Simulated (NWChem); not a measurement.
All runs are NWChem calculations. System: sulfur trioxide (O₃S), charge 0, spin multiplicity 1, at a geometry optimised with B3LYP/def2-SVP. Level: MP2/def2-TZVP, 8 core orbitals frozen.

Input file:

```
start mol
memory heap 200 mb stack 900 mb global 1100 mb
geometry units angstroms nocenter noautoz
  O      0.000000     0.000000     1.451393
  S      0.000000     0.000000     0.000003
  O     -1.256947     0.000000    -0.725699
  O      1.256947     0.000000    -0.725699
  symmetry group C2v
end
basis spherical
  * library def2-tzvp
end
scf
  rhf
  nopen 0
  maxiter 100
  thresh 1e-7
  semidirect memsize 60000000 filesize 0
end
mp2
  freeze core 8
end
task mp2 energy
```

NWChem printed:

```
             Northwest Computational Chemistry Package (NWChem) 7.3.0
             --------------------------------------------------------

                                NWChem Input Module
                                -------------------

 Scaling coordinates for geometry "geometry" by  1.889725989
 (inverse scale =  0.529177249)

 Turning off AUTOSYM since
 SYMMETRY directive was detected!

                             Geometry "geometry" -> ""
                             -------------------------

 Output coordinates in angstroms (scale by  1.889725989 to convert to a.u.)

  No.       Tag          Charge          X              Y              Z
 ---- ---------------- ---------- -------------- -------------- --------------
    1 O                    8.0000     0.00000000     0.00000000     1.45139300
    2 S                   16.0000     0.00000000     0.00000000     0.00000300
    3 O                    8.0000    -1.25694700     0.00000000    -0.72569900
    4 O                    8.0000     1.25694700     0.00000000    -0.72569900

 Effective nuclear repulsion energy (a.u.)     180.4221728855

            Nuclear Dipole moment (a.u.)
            ----------------------------
        X                 Y               Z
 ---------------- ---------------- ----------------
     0.0000000000     0.0000000000     0.0000151178

      Symmetry information
      --------------------

 Group name             C2v
 Group number             16
 Group order               4
 No. of unique centers     3

      Symmetry unique atoms

     1    2    3


 Summary of "ao basis" -> "" (spherical)
 ------------------------------------------------------------------------------
       Tag                 Description            Shells   Functions and Types
 ---------------- ------------------------------  ------  ---------------------
 *                         def2-tzvp                  on all atoms

 Summary of "ao basis" -> "ao basis" (spherical)
 ------------------------------------------------------------------------------
       Tag                 Description            Shells   Functions and Types
 ---------------- ------------------------------  ------  ---------------------
 O                         def2-tzvp                11       31   5s3p2d1f
 S                         def2-tzvp                13       37   5s5p2d1f

                                 NWChem SCF Module
                                 -----------------

  ao basis        = "ao basis"
  functions       =   130
  atoms           =     4
  closed shells   =    20
  open shells     =     0
  charge          =   0.00
  wavefunction    = RHF
  use symmetry    = T
  symmetry adapt  = T

 Summary of "ao basis" -> "ao basis" (spherical)
 ------------------------------------------------------------------------------
       Tag                 Description            Shells   Functions and Types
 ---------------- ------------------------------  ------  ---------------------
 O                         def2-tzvp                11       31   5s3p2d1f
 S                         def2-tzvp                13       37   5s5p2d1f

      Symmetry analysis of basis
      --------------------------

        a1         51
        a2         16
        b1         37
        b2         26

 Forming initial guess at       0.1s

      Superposition of Atomic Density Guess
      -------------------------------------

 Sum of atomic energies:        -621.83242308

      Non-variational initial energy
      ------------------------------

 Total energy =    -623.231384
 1-e energy   =   -1218.047522
 2-e energy   =     414.393965
 HOMO         =      -0.423660
 LUMO         =      -0.050378

      Symmetry analysis of molecular orbitals - initial
      -------------------------------------------------

  Numbering of irreducible representations:

     1 a1          2 a2          3 b1          4 b2

  Orbital symmetries:

     1 a1          2 a1          3 b1          4 a1          5 a1
     6 a1          7 b1          8 b2          9 a1         10 a1
    11 b1         12 a1         13 b2         14 b1         15 a1
    16 b1         17 a1         18 b2         19 a2         20 b1
    21 b2         22 a1         23 b1         24 a1         25 b2
    26 b1         27 a1         28 a1         29 a1         30 b1

 Starting SCF solution at       1.2s

 ----------------------------------------------
         Quadratically convergent ROHF

 Convergence threshold     :          1.000E-07
 Maximum no. of iterations :          100
 Final Fock-matrix accuracy:          1.000E-09
 ----------------------------------------------

              iter       energy          gnorm     gmax       time
             ----- ------------------- --------- --------- --------
                 1     -621.9832013353  1.87D+00  4.47D-01      1.2
                 2     -622.1480833574  3.33D-01  6.18D-02      1.4
                 3     -622.1574206011  2.81D-02  8.25D-03      1.6
                 4     -622.1575009279  2.72D-04  1.27D-04      1.9
                 5     -622.1575009372  3.86D-08  1.05D-08      2.4

       Final RHF  results
       ------------------

         Total SCF energy =   -622.157500937225
      One-electron energy =  -1215.744273872743
      Two-electron energy =    413.164600050044
 Nuclear repulsion energy =    180.422172885475

        Time for solution =      1.2s

       Symmetry analysis of molecular orbitals - final
       -----------------------------------------------

  Numbering of irreducible representations:

     1 a1          2 a2          3 b1          4 b2

  Orbital symmetries:

     1 a1          2 a1          3 b1          4 a1          5 a1
     6 b2          7 a1          8 b1          9 a1         10 a1
    11 b1         12 a1         13 a1         14 b1         15 b2
    16 a1         17 b1         18 b2         19 a2         20 b1
    21 b2         22 a1         23 a1         24 b1         25 b2
    26 b1         27 a1         28 a1         29 a1         30 a1

             Final eigenvalues
             -----------------

              1
    1  -92.2760
    2  -20.6594
    3  -20.6594
    4  -20.6594
    5   -9.2453
    6   -6.9335
    7   -6.9286
    8   -6.9286
    9   -1.5638
   10   -1.4261
   11   -1.4261
   12   -0.8749
   13   -0.7410
   14   -0.7410
   15   -0.7373
   16   -0.6154
   17   -0.6154
   18   -0.5677
   19   -0.5677
   20   -0.5408
   21    0.0429
   22    0.0702
   23    0.2692
   24    0.2692
   25    0.3323
   26    0.4168
   27    0.4168
   28    0.4656
   29    0.5064
   30    0.5359

                       ROHF Final Molecular Orbital Analysis
                       -------------------------------------

 Vector   18  Occ=2.000000D+00  E=-5.677401D-01  Symmetry=b2
              MO Center=  5.3D-10,  9.9D-17,  6.5D-01, r^2= 2.1D+00
   Bfn.  Coefficient  Atom+Function         Bfn.  Coefficient  Atom+Function
  ----- ------------  ---------------      ----- ------------  ---------------
     7      0.359103  1 O  py                10      0.329570  1 O  py
    13      0.207713  1 O  py                75     -0.179556  3 O  py
   106     -0.179556  4 O  py                78     -0.164789  3 O  py
   109     -0.164789  4 O  py

 Vector   19  Occ=2.000000D+00  E=-5.677375D-01  Symmetry=a2
              MO Center= -5.3D-10, -1.9D-16, -6.5D-01, r^2= 2.1D+00
   Bfn.  Coefficient  Atom+Function         Bfn.  Coefficient  Atom+Function
  ----- ------------  ---------------      ----- ------------  ---------------
    75      0.310995  3 O  py               106     -0.310995  4 O  py
    78      0.285418  3 O  py               109     -0.285418  4 O  py
    81      0.179887  3 O  py               112     -0.179887  4 O  py

 Vector   20  Occ=2.000000D+00  E=-5.407702D-01  Symmetry=b1
              MO Center= -1.0D-14,  9.1D-22, -3.7D-05, r^2= 2.6D+00
   Bfn.  Coefficient  Atom+Function         Bfn.  Coefficient  Atom+Function
  ----- ------------  ---------------      ----- ------------  ---------------
     6      0.282294  1 O  px                 9      0.258529  1 O  px
    76      0.244481  3 O  pz               107     -0.244481  4 O  pz
    79      0.223900  3 O  pz               110     -0.223900  4 O  pz
    12      0.163903  1 O  px

 Vector   21  Occ=0.000000D+00  E= 4.286068D-02  Symmetry=b2
              MO Center= -2.0D-16,  7.4D-18,  9.3D-07, r^2= 2.2D+00
   Bfn.  Coefficient  Atom+Function         Bfn.  Coefficient  Atom+Function
  ----- ------------  ---------------      ----- ------------  ---------------
    50      0.606121  2 S  py                47      0.523440  2 S  py
    13     -0.300582  1 O  py                81     -0.300580  3 O  py
   112     -0.300580  4 O  py                 7     -0.210061  1 O  py
    75     -0.210060  3 O  py               106     -0.210060  4 O  py
    44      0.207415  2 S  py                10     -0.188553  1 O  py

 Vector   22  Occ=0.000000D+00  E= 7.024659D-02  Symmetry=a1
              MO Center= -1.4D-16,  1.4D-16, -4.0D-06, r^2= 2.3D+00
   Bfn.  Coefficient  Atom+Function         Bfn.  Coefficient  Atom+Function
  ----- ------------  ---------------      ----- ------------  ---------------
    36      2.515949  2 S  s                  5     -0.555950  1 O  s
    73     -0.555932  3 O  s                104     -0.555932  4 O  s
    14      0.443871  1 O  pz                80     -0.384400  3 O  px
   111      0.384400  4 O  px                82     -0.221935  3 O  pz
   113     -0.221935  4 O  pz                11      0.214698  1 O  pz

 Vector   23  Occ=0.000000D+00  E= 2.691949D-01  Symmetry=a1
              MO Center=  3.2D-11,  8.3D-18, -8.9D-02, r^2= 5.2D+00
   Bfn.  Coefficient  Atom+Function         Bfn.  Coefficient  Atom+Function
  ----- ------------  ---------------      ----- ------------  ---------------
    51      3.196789  2 S  pz                 5     -2.550377  1 O  s
    73      1.275168  3 O  s                104      1.275168  4 O  s
    14      0.970511  1 O  pz                80      0.667010  3 O  px
   111     -0.667010  4 O  px                48      0.619531  2 S  pz
    59      0.306754  2 S  d  0              82     -0.184792  3 O  pz

 center of mass
 --------------
 x =   0.00000000 y =   0.00000000 z =   0.00000038

 moments of inertia (a.u.)
 ------------------
         180.485275663743           0.000000000000           0.000000000000
           0.000000000000         360.971225555517           0.000000000000
           0.000000000000           0.000000000000         180.485949891774

  Mulliken analysis of the total density
  --------------------------------------

    Atom       Charge   Shell Charges
 -----------   ------   -------------------------------------------------------
    1 O    8     8.45   0.79  1.18  0.59  0.98  0.33  1.78  1.99  0.76  0.00  0.04  0.00
    2 S   16    14.66   2.01  0.48  1.48  0.97  0.29  4.17  1.70  0.83  1.42  0.22  0.38  0.59  0.12
    3 O    8     8.45   0.79  1.18  0.59  0.98  0.33  1.78  1.99  0.76  0.00  0.04  0.00
    4 O    8     8.45   0.79  1.18  0.59  0.98  0.33  1.78  1.99  0.76  0.00  0.04  0.00

       Multipole analysis of the density wrt the origin
       ------------------------------------------------

     L   x y z        total         open         nuclear
     -   - - -        -----         ----         -------
     0   0 0 0     -0.000000      0.000000     40.000000

     1   1 0 0      0.000000      0.000000      0.000000
     1   0 1 0      0.000000      0.000000      0.000000
     1   0 0 1      0.000023      0.000000      0.000015

     2   2 0 0    -23.897449      0.000000     90.271693
     2   1 1 0      0.000000      0.000000      0.000000
     2   1 0 1      0.000000      0.000000      0.000000
     2   0 2 0    -18.527930      0.000000      0.000000
     2   0 1 1      0.000000      0.000000      0.000000
     2   0 0 2    -23.897408      0.000000     90.271355

                   NWChem MP2 Semi-direct Energy/Gradient Module
                   ---------------------------------------------

  Basis functions       =    130
  Molecular orbitals    =    130
  Frozen core           =      8
  Frozen virtuals       =      0
  Active alpha occupied =     12
  Active beta occupied  =     12
  Active alpha virtual  =    110
  Active beta virtual   =    110
  Use MO symmetry       = T
  Use skeleton AO sym   = T

  AO/Fock/Back tols     =   1.0D-09  1.0D-09  1.0D-09

 GA uses MA = F    GA memory limited = T

 Available:
  local mem=  1.26D+08
 global mem=  1.44D+08
 local disk=  0.00D+00
  mp2_memr nvloc                   110
  nvloc new                   110
   1 passes of  12:        5242880                     100449                  37436438.
   1 passes of  12: M    126149180           G      144145400           F     120906300.

 Semi-direct pass number   1 of   1  for RHF alpha+beta  at        2.4s
  vrange nnbf                  8335
  mp2_eaftype                   142  avail_ma_in_mb                  1099
 EAF : mp2_eaftype filesize         142   18718219.
  mp2_eaf for mointskh                    142
Node 0 wrote     88.0 Mb in      0.0 s     Agg I/O rate:  2544.5 Mb/s
 Done moints_semi at        6.6s
  mp2_eaftype                   142  avail_ma_in_mb                   957
 EAF : mp2_eaftype filesize         142   18718219.
  mp2_eaf for kh                   142
 Done maket at        6.8s
 Done multipass loop at        6.8s

          -------------------------------------------
          SCF energy                -622.157500937225
          Correlation energy          -0.898108691104
          Singlet pairs               -0.532353095671
          Triplet pairs               -0.365755595433
          Total MP2 energy          -623.055609628329
          -------------------------------------------

          ---------------------------------------------------
                    Spin Component Scaled (SCS) MP2
          Same spin pairs                     -0.243837063622
          Same spin scaling factor             0.333333333333
          Opposite spin pairs                 -0.654271627482
          Opposite spin scaling fact.          1.200000000000
          SCS-MP2 correlation energy          -0.866404974185
          Total SCS-MP2 energy              -623.023905911410
          ---------------------------------------------------

 -----------------------
 Performance information
 -----------------------

 Timer overhead =  9.61D-08 seconds/call

               Nr. of calls         CPU time (s)                 Wall time (s)                GFlops
             ---------------    -------------------     ------------------------------   -------------------
Name         Min   Avg   Max    Min     Avg     Max     Min     Avg     Max   Mx/calls   Min     Max     Sum
mp2: moin     1     1     1    4.1     4.1     4.1      4.1     4.1     4.1     4.1      0.0     0.0     0.0
mp2: make     1     1     1   0.25    0.25    0.25     0.25    0.25    0.25    0.25      0.0     0.0     0.0
mp2: tota     1     1     1    4.4     4.4     4.4      4.4     4.4     4.4     4.4      0.0     0.0     0.0

 The average no. of pstat calls per process was 3.00D+00
 with a timing overhead of 2.88D-07s

 Task  times  cpu:        6.8s     wall:        6.8s

 Total times  cpu:        6.8s     wall:        6.8s
```
